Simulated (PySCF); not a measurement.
How the method changes the constants of CuN

State: ³Σ⁻ (triplet), unpaired electrons π ↑↑. Set-up: basis Cu def2-TZVPPD, N def2-TZVPPD; no relativity; PySCF 2.14. De refers to Cu (3d10 4s1) + N in their high-spin ground configurations, without counterpoise correction. The functionals are run spin-unrestricted. A positive dipole means Cu(−)N(+).

| Level | Re (Å) | ωe (cm⁻¹) | De (eV) | μ (D) | CPU s a point (SCF and correlation, without the integrals) |
| --- | --- | --- | --- | --- | --- |
| ROHF | 1.944 | 516 | n/a | -5.86 | 1.6 |
| ROHF-MP2 | 1.783 | 587 | n/a | n/a | 3.4 |
| ROHF-SCS-MP2 | 1.815 | 560 | n/a | n/a | n/a |
| PBE | 1.765 | 617 | 2.43 | -3.18 | 2.1 |
| revPBE | 1.781 | 595 | 2.19 | -3.22 | 1.4 |
| PW91 | 1.764 | 618 | 2.43 | -3.17 | 1.4 |
| r²SCAN | 1.765 | 614 | 2.08 | -3.30 | 3 |
| TPSSh | 1.790 | 591 | 2.02 | -3.61 | 4.4 |
| PBE0 | 1.807 | 562 | 1.74 | -3.70 | 4.2 |
| r²SCAN0 | 1.810 | 557 | 1.51 | -3.71 | 4.6 |
| M06 | 1.812 | 563 | 1.65 | -3.20 | 4.5 |
| CAM-B3LYP | 1.805 | 571 | 1.77 | -3.90 | 6.5 |

The bond length runs from 1.764 Å (PW91) to 1.944 Å (ROHF). De spans 1.51 eV (r²SCAN0, hybrid meta-GGA) to 2.43 eV (PW91, GGA).

Correlated steps freeze 6 core orbitals. The state is the lowest single determinant that the PBE0 search found; with open d or f shells the true ground state can be another one.

The whole job (state search and all levels along the bond) took about 9.8 min on 2 threads of Arm Neoverse V2 (shared host), peak memory 4.4 GiB.
